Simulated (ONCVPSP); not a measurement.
# nickel: one change to an ONCV potential, before and after

```
Element                 : Ni (Z = 28)
Generator               : ONCVPSP 4.0.1
Type                    : optimised norm-conserving Vanderbilt (ONCV)
Functional              : PBE
Relativity              : scalar-relativistic
Frozen core             : [Ne]
Valence charge          : 18
Reference configuration : 3s2 3p6 3d8 4s1 4p1
Partial waves           : 3s+4s: rc 1.40 bohr, ncon 4, nbas 8, qcut 10.2 1/bohr, 2 projectors; 3p+4p: rc 1.60 bohr, ncon 3, nbas 7, qcut 7.9 1/bohr, 2 projectors; 3d: rc 0.95 bohr, ncon 4, nbas 8, qcut 17.6 1/bohr, 3 projectors, debl 3.3 Ha; f scattering state at 0.05 Ha: rc 1.30 bohr, ncon 4, nbas 8, qcut 8.6 1/bohr, 2 projectors, debl 2.5 Ha
Local potential         : polynomial inside 0.70 bohr (lpopt 3, dvloc0 2 Ha)
Core correction         : none
```

All-electron outer shells of the reference configuration (PBE, scalar-relativistic, ld1.x):

| shell | level (eV) | outermost node (bohr) | outermost maximum (bohr) |
| --- | --- | --- | --- |
| 2s | -983.71 | 0.07 | 0.21 |
| 2p | -846.57 | – | 0.16 |
| 3s | -113.04 | 0.30 | 0.64 |
| 3p | -73.38 | 0.27 | 0.65 |
| 3d | -10.81 | – | 0.63 |
| 4s | -6.88 | 0.92 | 2.18 |
| 4p | -2.11 | 1.00 | 3.02 |

Change: functional PBEsol.

Cutoffs: the cutoffs (Ha) at which the residual kinetic energy of the hardest occupied pseudo-wave falls to 1 and 0.1 mHa per electron; they do not see the model core or the augmentation charge, which bear on the density cutoff. Errors are all-electron minus pseudo energies relative to the spin-unpolarised reference configuration.

Problem. What does the change do?

Solution. The potential gets neither clearly harder nor softer (111 Ha and 126 Ha → 111 Ha and 126 Ha); of the 4 tests that both files solve, the error grows in 0 and shrinks in 2 by more than 15 % and 0.3 meV (median size 1.2 → 0.8 meV); neither file shows a bound ghost.

```csv
quantity,base,changed
"cutoff, loose",111 Ha,111 Ha
"cutoff, tight",126 Ha,126 Ha
loose cutoff by channel,"s 27 Ha, p 25 Ha, d 111 Ha","s 27 Ha, p 25 Ha, d 111 Ha"
bound ghosts,none,none
GHOST(+) flags under 300 eV,none,none
"error for 3s2 3p6 3d8 4s2 4p0, meV [ΔE -4.60 → -4.63 eV]",+0.6,+0.7
"error for 3s2 3p6 3d8 4s1 4p0, meV [ΔE 4.73 → 4.71 eV]",-0.5,-0.5
"error for 3s2 3p6 3d8 4s0 4p0, meV [ΔE 22.08 → 21.97 eV]",-1.8,-0.9
"error for 3s2 3p6 3d9 4s1 4p0, meV [ΔE -6.19 → -6.24 eV]",-1.9,-1.3
s: phases at 1.42 bohr within 0.05 rad from the reference energy up to (Ha; the scan ends near 5),to the end of the scan,to the end of the scan
p: phases at 1.63 bohr within 0.05 rad from the reference energy up to (Ha; the scan ends near 5),to the end of the scan,to the end of the scan
d: phases at 0.97 bohr within 0.05 rad from the reference energy up to (Ha; the scan ends near 5),to the end of the scan,to the end of the scan
f: phases at 1.32 bohr within 0.05 rad from the reference energy up to (Ha; the scan ends near 5),to the end of the scan,to the end of the scan
```
